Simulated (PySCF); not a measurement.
# Radial density of Ge⁺ (germanium, charge +1)

UHF, [Ar] 3d10 4s1 4p1 4d1, one real determinant (an excited configuration). Computed with PySCF 2.14 in aug-cc-pVQZ-PP with one added diffuse shell each of s, p, d, f, g type with ECP10MDF (8s7p6d4f3g, 114 functions), with a scalar-relativistic core potential. This is the valence pseudo-density: the core potential removes the inner electrons and smooths the orbitals near the nucleus.

```json
{"r (bohr)": "0.00101", "4πr²ρ (e/bohr)": "1.182e-05", "4πr²(ρα − ρβ)": "0.0000"}
{"r (bohr)": "0.00170", "4πr²ρ (e/bohr)": "3.306e-05", "4πr²(ρα − ρβ)": "0.0000"}
{"r (bohr)": "0.00286", "4πr²ρ (e/bohr)": "9.073e-05", "4πr²(ρα − ρβ)": "0.0000"}
{"r (bohr)": "0.00480", "4πr²ρ (e/bohr)": "0.0002384", "4πr²(ρα − ρβ)": "0.0000"}
{"r (bohr)": "0.00808", "4πr²ρ (e/bohr)": "0.0005842", "4πr²(ρα − ρβ)": "0.0000"}
{"r (bohr)": "0.0136", "4πr²ρ (e/bohr)": "0.001335", "4πr²(ρα − ρβ)": "0.0001"}
{"r (bohr)": "0.0229", "4πr²ρ (e/bohr)": "0.002800", "4πr²(ρα − ρβ)": "0.0002"}
{"r (bohr)": "0.0385", "4πr²ρ (e/bohr)": "0.007219", "4πr²(ρα − ρβ)": "0.0003"}
{"r (bohr)": "0.0647", "4πr²ρ (e/bohr)": "0.04552", "4πr²(ρα − ρβ)": "0.0003"}
{"r (bohr)": "0.109", "4πr²ρ (e/bohr)": "0.4365", "4πr²(ρα − ρβ)": "-0.0008"}
{"r (bohr)": "0.183", "4πr²ρ (e/bohr)": "3.098", "4πr²(ρα − ρβ)": "-0.0034"}
{"r (bohr)": "0.308", "4πr²ρ (e/bohr)": "14.19", "4πr²(ρα − ρβ)": "0.0562"}
{"r (bohr)": "0.518", "4πr²ρ (e/bohr)": "28.82", "4πr²(ρα − ρβ)": "0.1365"}
{"r (bohr)": "0.871", "4πr²ρ (e/bohr)": "14.09", "4πr²(ρα − ρβ)": "0.0278"}
{"r (bohr)": "1.46", "4πr²ρ (e/bohr)": "2.648", "4πr²(ρα − ρβ)": "0.9761"}
{"r (bohr)": "2.46", "4πr²ρ (e/bohr)": "1.002", "4πr²(ρα − ρβ)": "0.9589"}
{"r (bohr)": "4.14", "4πr²ρ (e/bohr)": "0.3190", "4πr²(ρα − ρβ)": "0.3189"}
{"r (bohr)": "6.97", "4πr²ρ (e/bohr)": "0.07498", "4πr²(ρα − ρβ)": "0.0750"}
{"r (bohr)": "11.7", "4πr²ρ (e/bohr)": "0.001487", "4πr²(ρα − ρβ)": "0.0015"}
```

⟨L²⟩ = 8.02 against 12 for a pure F term, so this real determinant mixes terms. Energies and moments cover only the electrons outside the core potential. The outer electron is Rydberg-like, and this basis confines it to a smaller radius and binds it less than a complete one would.

Task: Where is the radial spin density 4πr²(ρα − ρβ) most negative, and why is it negative at all?

Result: Around r = 0.183 bohr, down to -0.0034 e/bohr: exchange with the open shell polarises the paired shells in an unrestricted calculation.
